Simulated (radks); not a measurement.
Values are calculated unless marked as measured or tabulated.
Problem. Radial electron density D(r) = 4 pi r^2 rho(r) of an atom or ion with 17 electrons. Level of theory: scalar-relativistic Kohn-Sham, LDA (Slater exchange, VWN5 correlation), spin-polarised, spherical densities, finite nucleus; Fermi nuclear charge, rms radius of each element as measured or else 0.836 A^(1/3) + 0.57 fm (a radial shooting solver on a logarithmic mesh with Libxc functionals).

r (bohr),D(r) (e/bohr),spin D(r)
0.001967,4.679,-0.0000184
0.002442,6.685,0.0000232
0.003055,9.565,0.000148
0.003791,13.32,0.000452
0.004743,18.44,0.00119
0.005886,24.67,0.00281
0.007306,32.14,0.00628
0.00914,40.85,0.0139
0.01134,49.38,0.0291
0.01408,56.86,0.0588
0.01761,61.94,0.117
0.02186,63.08,0.219
0.02713,60.56,0.386
0.03394,56.26,0.648
0.04212,54.42,0.975
0.0527,58.61,1.31
0.06541,67.92,1.46
0.08118,75.70,1.25
0.1016,72.47,0.626
0.126,55.93,0.0459
0.1564,36.08,0.269
0.1957,26.57,1.77
0.2429,28.93,3.54
0.3015,29.33,4.01
0.3771,19.62,2.71
0.4681,7.939,1.10
0.5856,1.651,0.229
0.7268,0.1757,0.0245
0.902,0.007902,0.00111

What is the nuclear charge?

Solution. Z = 49. The innermost maximum, from 1s, lies near gamma/Z bohr with gamma = sqrt(1 - (Z/c)^2) = 0.934, here 0.0191 bohr (found: 0.0208), and its height grows with Z. The density is that of the indium ion In32+ in [Ne] 3s2 3p5; the configuration itself is not fixed sharply by these data, and Z only to a few units. D(r) has 3 maxima, at r = 0.0208, 0.0865, 0.276 bohr, and minima at 0.0411, 0.202 bohr, inside which lie 2.01, 10.44 electrons.
